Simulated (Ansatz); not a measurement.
`[CH3][Al]([CH3])[N]=C=O` + `[GeH2]` → `[CH3][GeH]` + `[CH3][AlH][N]=C=O` at 700 K and 1 bar (formal exchange of groups at a C–Al bond).

Computed with Ansatz on PBE0-D4/def2-TZVP structures; ΔE is electronic, products minus reactants. CBS: MP2 limit from def2 TZ/QZ plus the TZ coupled-cluster correction, frozen cores. For Ge outer-core shells are correlated without core-valence functions, which leaves a few kJ/mol of doubt a bond. Scalar relativity is left out up to krypton. Each species was taken in one conformer, which may not be the lowest.

| species | CCSD(T)/CBS energy (Eh) | H − E (kJ/mol) | S (J/(mol·K)) |
| --- | --- | --- | --- |
| `[CH3][Al]([CH3])[N]=C=O` | -489.73458 | 315.3 | 550.1 |
| `[GeH2]` | -2077.24753 | 54.8 | 253.9 |
| `[CH3][GeH]` | -2116.52215 | 151.1 | 334.8 |
| `[CH3][AlH][N]=C=O` | -450.45557 | 219.4 | 473.1 |

H − E and S are ideal-gas, rigid-rotor, harmonic terms from PBE0-D4/def2-TZVP, for one conformer and one mirror image of each species. 1 Eh = 2625.50 kJ/mol, R = 8.31446 J/(mol·K).

By hand: ΔE, ΔH, ΔS and ΔG.

ΔE = (-2116.52215) + (-450.45557) − (-489.73458) − (-2077.24753) = 0.00439 Eh = 11.5 kJ/mol. Δ(H − E) = 151.1 + 219.4 − 315.3 − 54.8 = 0.4, so ΔH = 11.9 kJ/mol. ΔS = 334.8 + 473.1 − 550.1 − 253.9 = 3.9 J/(mol·K). ΔG = 11.9 − 700 × (3.9)/1000 = 9.2 kJ/mol.

By hand: the equilibrium constant, and the temperature at which ΔG would vanish if ΔH and ΔS stayed fixed.

log₁₀ K = −ΔG/(RT ln 10) = -0.7. ΔG = 0 at ΔH/ΔS = 3051 K, far beyond where these terms or the molecules hold.

The number of gas molecules stays the same, so ΔS is small and ΔH decides. A doubt of 5 kJ/mol in ΔE shifts log₁₀ K by 0.4 here. Other conformers and mirror images would add mixing entropy, several J/(mol·K) or more a flexible species. Modes under 60 cm⁻¹, often nearly free rotors, make the harmonic entropy too high. These are equilibria of isolated gas molecules and say nothing of rates. Largest T1 diagnostic: 0.015 (customary marks: 0.02 for closed shells, 0.045 for open ones).
